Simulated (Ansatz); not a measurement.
A run for Ansatz (a quantum-chemistry and plane-wave program): R-r2SCAN/def2-TZVPP on NH3 (SMILES N).

Ansatz 0.2 input:
```yaml
crystal:
  periodic: [false, false, false]
  atoms:
    - {symbol: N, position_ang: [0.00000181, -0.00000000, 0.00000000]}
    - {symbol: H, position_ang: [0.99744579, 0.00000000, -0.00000000]}
    - {symbol: H, position_ang: [-0.49872380, 0.86381018, -0.00000000]}
    - {symbol: H, position_ang: [-0.49872380, -0.86381018, -0.00000000]}
basis:
  gaussian:
    orbitals: def2-TZVPP
hamiltonian:
  xc: {name: r2SCAN}
scf: {lower_state_search: off}
```

Task: What total energy does the run end on?

Result: -56.5403 hartree.
